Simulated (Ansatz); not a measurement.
Job for Ansatz (an electronic-structure program): U-CCSD(T)/cc-pV(T+d)Z on FHSi (SMILES F[SiH]), a point of a bond scan (R = 2.692 Å). Files ending in .json are basis or fitting sets from the Basis Set Exchange.

Ansatz 0.2 input:
```yaml
crystal:
  periodic: [false, false, false]
  atoms:
    - {symbol: Si, position_ang: [-0.20727404, -0.34538525, 0.44957300]}
    - {symbol: H, position_ang: [-1.59998518, -1.83203267, -1.30977333]}
    - {symbol: F, position_ang: [0.43388284, 0.67003240, -0.63758381]}
basis:
  gaussian:
    orbitals: cc-pV_T+d_Z.json
correlation: {method: ccsd_t, electrons: outside_noble_gas}
scf: {omitted_lower_state_checks: [cluster_reference]}
magnetization: {spin_polarized: true, initial_magnetization: 0}
```

The head of its log:

```
WARN ansatz: RAYON_NUM_THREADS=1 ignored (pool sized by the plan → 1); use --threads N
Functional definition: HF
these checks for a lower state are left out or cut short: cluster_reference
integrals: 0.10 GiB planned
503 factors; integrals over basis functions are off by at most 1.0e-3 eV
mean field: 0.14 GiB planned
mean field evaluation 1: about -10580.3721 eV, gradient 2.0e1 eV
mean field evaluation 2: about -10580.3755 eV, gradient 2.0e1 eV
mean field evaluation 4: about -10582.4530 eV, gradient 1.5e0 eV
mean field evaluation 8: about -10582.4756 eV, gradient 4.6e-4 eV
mean field evaluation 16: about -10583.1400 eV, gradient 1.9e0 eV
mean field evaluation 32: about -10583.2027 eV, gradient 8.9e-4 eV
mean field evaluation 64: about -10582.9251 eV, gradient 8.1e-2 eV
mean field evaluation 96: about -10582.9136 eV, gradient 2.2e0 eV
mean field -10583.20272428 eV, -388.9255265647 hartree, gradient 6.9e-6 eV, S^2 0.786362; 12 other end points of the search recorded, 0 dependent functions left out
6 core orbitals not correlated
reference -10583.20272428 eV, -388.9255265647 hartree; 6, 6 occupied and 71, 71 virtual orbitals, 503 factors
```

Task: What total energy does the run end on?

Result: -389.3005 hartree (reference determinant -388.9255, T1 diagnostic 0.070). Its determinant has ⟨S²⟩ = 0.79, a mixture of spin states.
